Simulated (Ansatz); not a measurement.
Steps of a relaxation of C₂H₈FNSi, SMILES `CC[SiH](N)F` with RKS PBE-D4/def2-SVP.

```sh
$ ansatz run in.yaml --threads 4 --pin off --events-out ev --progress --plain --max-ram 10444MiB
```

```yaml
crystal:
  periodic: [false, false, false]
  atoms:
    - {symbol: C, position_ang: [-0.497900, -1.090900, 1.573500]}
    - {symbol: C, position_ang: [0.451200, -0.451300, 0.580100]}
    - {symbol: Si, position_ang: [-0.309600, 0.406000, -0.910600]}
    - {symbol: N, position_ang: [0.992400, 1.088300, -1.901400]}
    - {symbol: F, position_ang: [-1.144100, 1.647200, -0.423500]}
    - {symbol: H, position_ang: [-1.205800, -0.260900, 1.977500]}
    - {symbol: H, position_ang: [0.007300, -1.522100, 2.397900]}
    - {symbol: H, position_ang: [-1.135100, -1.787500, 1.073900]}
    - {symbol: H, position_ang: [1.122800, -1.232400, 0.277400]}
    - {symbol: H, position_ang: [1.089300, 0.264700, 1.148300]}
    - {symbol: H, position_ang: [-1.116600, -0.491400, -1.706300]}
    - {symbol: H, position_ang: [1.370400, 1.852600, -1.372400]}
    - {symbol: H, position_ang: [0.396100, 1.543100, -2.699600]}
basis:
  gaussian: {orbitals: def2-SVP}
hamiltonian: {xc: pbe, dispersion: d4}
relax: {f_tol: 0.03, max_steps: 200}
```

Positions (Å) and forces (eV/Å) along the path, 8 of 8 steps:

```xyz
13
step=1 energy=-14272.2511 eV
C    -0.498   -1.091    1.573   -1.707    3.086   -0.231
C     0.451   -0.451    0.580   -0.175    0.731    0.611
Si   -0.310    0.406   -0.911    3.049   -1.414   -0.136
N     0.992    1.088   -1.901   -2.355   -0.489   -2.014
F    -1.144    1.647   -0.423   -2.022    2.031    1.096
H    -1.206   -0.261    1.978    0.752   -1.119   -0.239
H     0.007   -1.522    2.398    0.743   -0.872    1.348
H    -1.135   -1.788    1.074   -0.829   -1.207   -0.417
H     1.123   -1.232    0.277    0.972   -0.756   -0.822
H     1.089    0.265    1.148    0.034    0.171   -0.280
H    -1.117   -0.491   -1.706   -0.693   -0.556   -0.602
H     1.370    1.853   -1.372    0.658    1.020    0.434
H     0.396    1.543   -2.700    1.573   -0.626    1.253
13
step=2 energy=-14272.7369 eV
C    -0.534   -1.073    1.582   -0.478    1.039   -0.064
C     0.471   -0.452    0.601   -0.024    0.284    0.224
Si   -0.282    0.420   -0.881    1.461   -0.777   -0.607
N     0.966    1.101   -1.941   -1.112    0.170   -0.267
F    -1.208    1.623   -0.348   -1.054    0.982    0.620
H    -1.236   -0.299    2.006    0.368   -0.298   -0.217
H    -0.028   -1.538    2.432    0.187   -0.340    0.351
H    -1.174   -1.813    1.082   -0.145   -0.382   -0.104
H     1.166   -1.225    0.231    0.173   -0.173   -0.184
H     1.115    0.289    1.130   -0.017   -0.022   -0.014
H    -1.116   -0.501   -1.690   -0.257   -0.154   -0.205
H     1.421    1.876   -1.444    0.280    0.073   -0.038
H     0.460    1.556   -2.745    0.617   -0.402    0.507
13
step=3 energy=-14272.8650 eV
C    -0.539   -1.045    1.571    0.241   -0.249   -0.009
C     0.494   -0.435    0.605   -0.017   -0.074   -0.036
Si   -0.301    0.419   -0.864    0.358    0.040   -0.386
N     0.933    1.104   -1.921   -0.264    0.329    0.634
F    -1.323    1.572   -0.267   -0.076    0.018    0.050
H    -1.215   -0.271    1.971   -0.127    0.130    0.058
H    -0.050   -1.545    2.437   -0.053    0.058   -0.096
H    -1.170   -1.811    1.067    0.057    0.089    0.032
H     1.185   -1.210    0.196   -0.082    0.058    0.082
H     1.142    0.303    1.130   -0.028   -0.027   -0.007
H    -1.150   -0.508   -1.698    0.064    0.080    0.055
H     1.488    1.850   -1.458   -0.086   -0.399   -0.162
H     0.527    1.543   -2.754    0.013   -0.052   -0.215
13
step=4 energy=-14272.8757 eV
C    -0.515   -1.052    1.598   -0.428    0.110   -0.187
C     0.457   -0.439    0.586    0.465    0.061    0.252
Si   -0.305    0.451   -0.874   -0.865   -0.487   -0.025
N     0.846    1.197   -1.886    0.449    0.164   -0.101
F    -1.418    1.495   -0.241    0.001    0.181    0.157
H    -1.195   -0.278    2.010    0.020   -0.042    0.013
H    -0.009   -1.549    2.451    0.087    0.024   -0.071
H    -1.158   -1.807    1.098   -0.031   -0.066    0.097
H     1.156   -1.218    0.213    0.037    0.063   -0.108
H     1.095    0.310    1.106    0.140    0.022    0.010
H    -1.129   -0.439   -1.752   -0.009   -0.126   -0.080
H     1.582    1.765   -1.469    0.185    0.135   -0.016
H     0.613    1.528   -2.825   -0.052   -0.038    0.060
13
step=5 energy=-14272.9105 eV
C    -0.525   -1.034    1.582    0.029   -0.040    0.058
C     0.475   -0.429    0.585   -0.075   -0.016   -0.002
Si   -0.341    0.430   -0.876    0.234    0.011    0.064
N     0.856    1.201   -1.853   -0.169   -0.141   -0.173
F    -1.432    1.486   -0.225   -0.116    0.053    0.027
H    -1.197   -0.263    2.010    0.008    0.029   -0.042
H    -0.010   -1.533    2.428    0.003   -0.010    0.015
H    -1.171   -1.797    1.100   -0.013   -0.007   -0.017
H     1.156   -1.210    0.184    0.013   -0.002   -0.009
H     1.131    0.309    1.099   -0.002    0.016   -0.033
H    -1.130   -0.481   -1.769   -0.020    0.011   -0.002
H     1.607    1.765   -1.459    0.044    0.070    0.082
H     0.602    1.521   -2.790    0.065    0.026    0.033
13
step=6 energy=-14272.9122 eV
C    -0.523   -1.019    1.592    0.032   -0.062    0.060
C     0.476   -0.451    0.573   -0.065    0.057   -0.024
Si   -0.339    0.419   -0.883    0.155   -0.052    0.019
N     0.853    1.219   -1.839   -0.069   -0.099   -0.138
F    -1.461    1.451   -0.247   -0.088    0.041    0.059
H    -1.172   -0.225    2.011   -0.008    0.026   -0.015
H    -0.008   -1.515    2.440   -0.002    0.005    0.007
H    -1.190   -1.776    1.131   -0.018    0.000   -0.022
H     1.126   -1.253    0.162    0.021   -0.011   -0.010
H     1.164    0.271    1.068   -0.010    0.008   -0.026
H    -1.103   -0.502   -1.790   -0.006    0.022   -0.002
H     1.578    1.802   -1.423    0.045    0.051    0.080
H     0.619    1.544   -2.780    0.014    0.013    0.011
13
step=7 energy=-14272.9137 eV
C    -0.524   -1.025    1.591    0.013   -0.029   -0.001
C     0.478   -0.452    0.578    0.008   -0.011   -0.029
Si   -0.328    0.415   -0.883    0.058   -0.023   -0.056
N     0.871    1.191   -1.859   -0.050   -0.069    0.081
F    -1.434    1.466   -0.247   -0.056    0.039    0.048
H    -1.179   -0.229    1.996   -0.023    0.018    0.016
H    -0.016   -1.515    2.449   -0.003    0.016   -0.025
H    -1.185   -1.784    1.123    0.005    0.006    0.006
H     1.138   -1.248    0.170    0.003    0.007    0.011
H     1.157    0.278    1.072    0.003    0.005    0.000
H    -1.114   -0.497   -1.781    0.010    0.003    0.007
H     1.559    1.808   -1.422    0.038    0.013    0.028
H     0.599    1.557   -2.772   -0.005    0.024   -0.085
13
step=8 energy=-14272.9148 eV
C    -0.521   -1.025    1.590   -0.001    0.005    0.003
C     0.475   -0.448    0.573   -0.014    0.004   -0.019
Si   -0.338    0.417   -0.885    0.015   -0.012   -0.007
N     0.864    1.193   -1.854   -0.025   -0.021    0.024
F    -1.449    1.461   -0.238    0.000    0.007    0.005
H    -1.182   -0.232    1.996   -0.001    0.002   -0.002
H    -0.007   -1.507    2.447    0.001   -0.002    0.000
H    -1.178   -1.790    1.127    0.004    0.000    0.000
H     1.140   -1.242    0.168    0.004   -0.003   -0.004
H     1.151    0.287    1.064    0.003    0.008    0.006
H    -1.123   -0.490   -1.785    0.000    0.000   -0.001
H     1.574    1.782   -1.413    0.010    0.008    0.001
H     0.616    1.559   -2.776    0.004    0.006   -0.006
```

It took 12 s on 4 threads of an Arm Neoverse V2 on a shared host, with 0.16 GiB of host memory at the peak.
